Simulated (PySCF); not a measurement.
Gas-phase reaction: 3 GeH2Cl2 + GeCl2 → 2 GeH3Cl + 2 GeCl3. Level: ωB97M-V/def2-TZVP†; standard pressure 1 bar.

Energies from PySCF, thermal terms from the rigid-rotor harmonic-oscillator model, ideal gas at 1 bar. † marks an energy on the PBE0/def2-TZVP geometry and frequencies. Open shells (unrestricted): GeCl3 (multiplicity 2); the rest are closed-shell singlets. Ge: all electrons, no relativistic terms. GeCl3: computed as isolated molecules; such fragments, hydroxides, amides, oligomers or adducts are transient or little studied in the gas. The harmonic model lacks anharmonicity and excited electronic states, which grow with temperature; levels with a mode under 35 cm⁻¹ are left out.

```
T (K)  1000/T (1/K)  log10 K
-----  ------------  -------
600          1.6667   -16.50
800          1.2500   -12.32
1000         1.0000    -9.81
1200         0.8333        ?
1400         0.7143    -6.95
1600         0.6250    -6.05
```

Fit log10 K = a + b·(1000/T) to the five rows, get the mean ΔH° and ΔS°, and predict log10 K at 1200 K.

Means: 1000/T = 1.0512, log10 K = -10.326. Sums of products about the means: Sxy = -7.18273, Sxx = 0.716131, so b = Sxy/Sxx = -10.03 and a = -10.326 − (-10.03)×1.0512 = 0.22.
ΔH° = −R ln 10 × 1000 K × b = −19.145 × (-10.03) = 192 kJ; ΔS° = R ln 10 × a = 4 J/K. The run's own values go from 192 kJ and 4 J/K at 600 K to 192 kJ and 4 J/K at 1600 K.
Prediction at 1200 K: 0.22 + (-10.03)×0.8333 = -8.14. The computed value is -8.14, 0.00 from the line.
For scale, ΔH°(298 K) is 191 kJ at this level, 193 kJ at ωB97X-V/def2-TZVP†, and runs from 147 to 193 kJ over the 19 levels computed.
